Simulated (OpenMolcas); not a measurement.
An OpenMolcas run meant for Ca⁺ (ANO-RCC-VQZP, DKH2; inactive shells 1s 2s 2p 3s 3p; intended active space 1 electron in 4 orbitals (4s 4p)). One step of its input:

```
&CASPT2
Multistate=1 1
Frozen=22 23
IPEA=0.25
Imaginary=0.1
MaxIter=60
WThr=0.0 0.3 0.05
PrWF=0.5
NoMix
```

Lines from the output:

```
|       MOLCAS_SOURCE = <dir>
  |    MOLCAS_STRUCTURE = 0
  |
   --------------------------------------------------------------------------------------
++ ---------   Input file   ---------
>>> COPY JOB001 $Project.JobIph
&CASPT2
Multistate=1 1
Frozen=22 23
IPEA=0.25
Imaginary=0.1
MaxIter=60
WThr=0.0 0.3 0.05
PrWF=0.5
NoMix
-- ----------------------------------
>>> COPY JOB001 a.JobIph
*** symbolic link created: INPORB -> a.RasOrb
--- Start Module: caspt2 at  ---
()()()()()()()()()()()()()()()()()()()()()()()()()()()()()()()()()()()()()()()()()()()()()()()()()()
                                              &CASPT2
                                   only a single process is used
                       available to each process: 2.3 GB of memory, 1 thread
()()()()()()()()()()()()()()()()()()()()()()()()()()()()()()()()()()()()()()()()()()()()()()()()()()
 ###    WARNING: User changed nr of frozen orbitals.                         ###
 ###    ERROR: Too many frozen orbitals!                                     ###
--- Stop Module: caspt2 at  /rc=_RC_INPUT_ERROR_ ---
.####################.
.# User input error #.
.####################.
```

Question: What is wrong with the input?

Answer: More orbitals are frozen than there are inactive ones.
